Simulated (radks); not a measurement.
The numbers below are computed, except where a source is named.
All-electron atom: the samarium ion Sm4+ in [Kr] 4d10 4f4 5s1 5p6 6p1 (not the ground configuration). Code: a radial shooting solver on a logarithmic mesh with Libxc functionals. Model: scalar-relativistic Kohn-Sham, SCAN, spin-polarised, spherical densities, finite nucleus; open shells are filled with parallel spins first (spin-orbit coupling, left out, can overturn this in heavy ions); meta-GGA in the generalised Kohn-Sham scheme; Fermi nuclear charge, rms radius 5.0819 fm.

X-ray form factor f0, the Fourier transform of the density (f0(0) = 58):

sin(theta)/lambda (1/angstrom)  f0 (electrons)
0.05                                    57.257
0.1                                     55.287
0.15                                    52.625
0.2                                     49.693
0.25                                    46.702
0.3                                     43.763
0.4                                     38.379
0.5                                     33.895
0.6                                     30.184
0.8                                     24.351
1                                       20.248
1.25                                    16.981
1.5                                     14.760
2                                       11.051
